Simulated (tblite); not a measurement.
Run record: tight-binding relaxation, `B(C)(C)c1c(scc1)B`.

Computed with GFN2-xTB geometry optimisation, gas phase (tblite 0.8.0). Start geometry: from a force field or distance geometry. A driver script takes a list of jobs; this job's settings line and coordinates (Å) are shown.

Command:
```bash
OMP_NUM_THREADS=1 python probes_run.py task.json out
```

Input:
```
{"job": {"kind": "relax", "xc": "GFN2-xTB", "basis": "xTB"}, "charge": 0, "multiplicity": 1}
B      1.925500    -1.895400    -0.219200
C      1.733700    -0.332200    -0.072700
S      3.022900     0.763100     0.119800
C      1.867500     2.199800     0.201900
C      0.618400     1.669500     0.101200
C      0.537500     0.326000    -0.054600
B     -0.827500    -0.454200    -0.206100
C     -1.533200    -0.740700     1.213400
C     -1.812700    -0.038900    -1.374100
H      3.014800    -2.344300    -0.083200
H      1.065300    -2.636100     0.193600
H      2.091000     3.253500     0.335700
H     -0.286900     2.315300     0.127200
H     -0.840400    -0.495300     2.050200
H     -1.880400    -1.778700     1.269900
H     -2.412900    -0.066300     1.366800
H     -2.251100     0.988200    -1.198200
H     -2.715100    -0.719300    -1.418000
H     -1.326400    -0.004900    -2.361100
```

Output:
```
step      E/eV     max force
  0    -641.64003    3.350
  1    -642.12145    1.970
  2    -642.35999    1.270
  3    -642.49839    0.672
  4    -642.55379    0.586
  5    -642.58935    0.358
  6    -642.60604    0.301
  7    -642.62330    0.301
  8    -642.63748    0.247
  9    -642.64924    0.247
... (172 lines left out)
182    -642.79370    0.025
183    -642.79378    0.027
184    -642.79387    0.026
185    -642.79394    0.020
186    -642.79401    0.020
187    -642.79407    0.014
188    -642.79410    0.030
189    -642.79416    0.021
190    -642.79419    0.014
191    -642.79422    0.008
```

«max force» is the largest atomic force in eV/Å.

Problem. From which step on does the largest force stay under 0.1 eV/Å, and how much energy is left to gain from there?

Solution. From step 145 (0.058 eV/Å), 6.5 meV above the end.

Main results: energy lowered by 26.6 kcal/mol over 191 steps; largest atomic force 0.008 eV/Å at the end.

Problem. Where do the atoms end?

Solution. 0.486 Å rms from the input after alignment:
```
atom  x, y, z in Å
B1     1.8830   -1.7413    0.1838
C2     1.6350   -0.2446    0.1447
S3     2.9872    0.8739    0.1940
C4     1.9487    2.2196    0.0385
C5     0.6414    1.8516   -0.0620
C6     0.4396    0.4521    0.0059
B7    -0.9765   -0.1970   -0.0522
C8    -1.5050   -1.0769    1.1426
C9    -1.8973    0.0971   -1.2986
H10    2.9693   -2.1468    0.3435
H11    0.9899   -2.4822    0.0420
H12    2.3564    3.2123    0.0200
H13   -0.1615    2.5614   -0.1637
H14   -0.7147   -1.4916    1.7631
H15   -2.1480   -1.8895    0.8103
H16   -2.1211   -0.4514    1.7910
H17   -1.7921    1.1130   -1.6743
H18   -2.9527   -0.0943   -1.1190
H19   -1.5914   -0.5561   -2.1170
```

Problem. Estimate the wall time. Hardware: an Arm Neoverse V2 with one thread, on a shared host.

Solution. About 1.2 s.
Labels such as C1 count atoms from 1, the log's own numbers from 0.
